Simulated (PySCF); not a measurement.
Compound: C3H11ClSi3.
Numbering: `[CH3:1][Si@@H:2]1[SiH2:3][CH2:4][Si@@H:5]1[CH2:6][Cl:7]` (hydrogens: H8, H9, H10 on C1; H11 on Si2; H12, H13 on Si3; H14, H15 on C4; H16 on Si5; H17, H18 on C6)

Structure used (GFN2-xTB), in Å, numbered top down from 1:
```
atom  x, y, z in Å
C1    -1.9788   -1.5591   -0.5398
Si2   -1.2284   -0.2529    0.6264
Si3   -0.9446    1.9395   -0.1865
C4     0.9342    1.7628    0.2375
Si5    1.1149   -0.1008    0.7149
C6     1.9572   -0.9972   -0.7601
Cl7    1.8172   -2.7628   -0.5297
H8    -3.0547   -1.4397   -0.6338
H9    -1.7908   -2.5633   -0.1709
H10   -1.5491   -1.4924   -1.5350
H11   -1.9261   -0.4103    1.9181
H12   -1.1242    2.1996   -1.6224
H13   -1.5435    3.0979    0.4882
H14    1.5893    2.0783   -0.5723
H15    1.1953    2.3959    1.0838
H16    2.0255   -0.3330    1.8468
H17    3.0192   -0.7836   -0.8530
H18    1.4786   -0.7724   -1.7102
```

Computed with PySCF, TDDFT CAM-B3LYP/def2-SVPD, vertical, gas phase, core orbitals frozen in the response.

Computed states:

```json
{"state": "S1", "E (eV)": "5.43", "f": "0.0016"}
{"state": "S2", "E (eV)": "5.96", "f": "0.025"}
{"state": "S3", "E (eV)": "6.09", "f": "0.113"}
{"state": "S4", "E (eV)": "6.32", "f": "0.0061"}
{"state": "S5", "E (eV)": "6.59", "f": "0.0066"}
{"state": "S6", "E (eV)": "6.69", "f": "0.106"}
{"state": "S7", "E (eV)": "6.96", "f": "0.0022"}
{"state": "S8", "E (eV)": "7.09", "f": "0.017"}
```

Broadening: Gaussians 0.3 eV wide at half height, area fixed by f = 4.319×10⁻⁹ ∫ε dν̃. The width is an assumption, not a result. The curve ends short of the highest state used, and states not computed would add to its high-energy end.

Problem. What does the envelope look like, and where are its maxima?

Solution. 
| E (eV) | ε (L mol⁻¹ cm⁻¹) |
| --- | --- |
| 4.98 | 0 |
| 5.02 | 1 |
| 5.07 | 3 |
| 5.11 | 6 |
| 5.15 | 13 |
| 5.19 | 25 |
| 5.24 | 49 |
| 5.28 | 74 |
| 5.32 | 102 |
| 5.37 | 132 |
| 5.41 | 145 |
| 5.45 | 145 |
| 5.50 | 129 |
| 5.54 | 112 |
| 5.58 | 104 |
| 5.63 | 142 |
| 5.67 | 250 |
| 5.71 | 484 |
| 5.76 | 1066 |
| 5.80 | 1867 |
| 5.84 | 3045 |
| 5.89 | 5066 |
| 5.93 | 7001 |
| 5.97 | 8960 |
| 6.01 | 10592 |
| 6.06 | 11634 |
| 6.10 | 11407 |
| 6.14 | 10273 |
| 6.19 | 8012 |
| 6.23 | 6016 |
| 6.27 | 4240 |
| 6.32 | 2649 |
| 6.36 | 1968 |
| 6.40 | 1823 |
| 6.45 | 2395 |
| 6.49 | 3449 |

Maxima: 228 nm (5.43 eV), ε about 150, made up of S1 (100%); 204 nm (6.07 eV), ε about 12000, made up of S2 (13%) and S3 (87%) (ε in L mol⁻¹ cm⁻¹; maxima over ε = 5, shares over 10%). At its high-energy end, 6.49 eV, the curve is still rising (ε about 3400, from S5 and S6).

Problem. What would ε be at 6.07 eV, the highest of these maxima, with half the width (0.15 eV)?

Solution. About 20700 L mol⁻¹ cm⁻¹ against 11700, a factor of about 1.8; a lone state at its own centre would give exactly 2.

Problem. Coming from long wavelengths, where does ε first pass 100 L mol⁻¹ cm⁻¹?

Solution. At about 233 nm (5.32 eV), 0.11 eV below S1.

Problem. On this curve, what absorbance would a 10⁻⁴ mol/L sample give at 222 nm over a 1 cm path?

Solution. 222 nm is 5.585 eV, where ε is about 100 L mol⁻¹ cm⁻¹, so A = ε c l ≈ 0.01 (Beer–Lambert, with the gas-phase spectrum and the assumed width).

One conformer stands for the species.
